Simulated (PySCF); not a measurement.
**The second ionisation energy along group 12**

All values are computed (PySCF 2.14, energy differences of UHF-based or UKS calculations, no spin-orbit coupling). Values in eV. The last column holds reference values (NIST; (s) semi-empirical, (t) theoretical, else measured). Unmarked ones compare directly (S terms, centres of terms, or small fine structure); those marked * lie between the lowest fine-structure levels and include a spin-orbit shift.

| element | configurations | UHF | SCS-MP2 (valence) | CCSD(T) (valence) | PBE0 | CCSD (valence and next inner shell) | CCSD(T) (valence and next inner shell) | reference |
| --- | --- | --- | --- | --- | --- | --- | --- | --- |
| Zn (aug-cc-pwCVDZ-PP with ECP10MDF, ECP) | [Ar] 3d10 4s1 → [Ar] 3d10 | 16.879 | 17.650 | 17.754 | 18.302 | 17.720 | 17.796 | 17.964 |
| Cd (aug-cc-pwCVDZ-PP with ECP28MDF, ECP) | [Kr] 4d10 5s1 → [Kr] 4d10 | 15.566 | 16.559 | 16.624 | 17.071 | 16.675 | 16.751 | 16.908 |
| Hg (aug-cc-pwCVDZ-PP with ECP60MDF, ECP) | [Xe] 4f14 5d10 6s1 → [Xe] 4f14 5d10 | 17.120 | 18.403 | 18.420 | 18.785 | 18.477 | 18.553 | 18.757 |

```
                                method  elements  mean error (eV)  mean absolute error (eV)  largest error (eV)
                                   UHF         3           -1.355                     1.355              -1.637
                     SCS-MP2 (valence)         3           -0.339                     0.339              -0.354
                     CCSD(T) (valence)         3           -0.277                     0.277              -0.337
                                  PBE0         3            0.176                     0.176               0.338
   CCSD (valence and next inner shell)         3           -0.252                     0.252              -0.280
CCSD(T) (valence and next inner shell)         3           -0.177                     0.177              -0.204
```

Errors include the incompleteness of the basis and the frozen core.

"Valence" correlates the outer s and p shells and, in groups 3 to 12 and the f block, the outer d or f shell, open or full, or the next shell where the ion has no valence electron left; the wider scheme adds the next inner shell.
